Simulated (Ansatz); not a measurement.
Species: C$_{3}$H$_{9}$FSi, net charge 0, singlet state. 
Geometry from a B3LYP-D3(BJ)/def2-TZVP (Ansatz, a quantum-chemistry and plane-wave program) optimisation:
SMILES: C[Si](C)(C)F
```xyz
14

C     -0.9203     1.3841    -0.8266
Si     0.0050     0.0086     0.0273
C      1.6628    -0.2998    -0.7689
C     -1.0136    -1.5509     0.1162
F      0.2838     0.4885     1.5487
H     -1.1390     1.1182    -1.8639
H     -1.8692     1.5902    -0.3271
H     -0.3362     2.3067    -0.8340
H      2.2181    -1.0743    -0.2357
H      1.5403    -0.6284    -1.8040
H      2.2715     0.6068    -0.7757
H     -1.2358    -1.9261    -0.8860
H     -1.9634    -1.3728     0.6247
H     -0.4838    -2.3373     0.6578
```

Basis-set convergence of Hartree-Fock and CCSD(T) correlation energies (hartree) with Ansatz. Cores are frozen in the correlated levels unless marked. Spin-orbit coupling is left out. No relativistic terms.

```csv
basis,functions,E(HF),"E(corr, CCSD(T))"
aug-cc-pV(D+d)Z,205,-507.35218,-0.84978
aug-cc-pV(T+d)Z,446,___,___
```

**Question.** Complete the blanks.

**Answer.** 
- aug-cc-pV(T+d)Z, E(HF): -507.42954
- aug-cc-pV(T+d)Z, E(corr, CCSD(T)): -1.01451
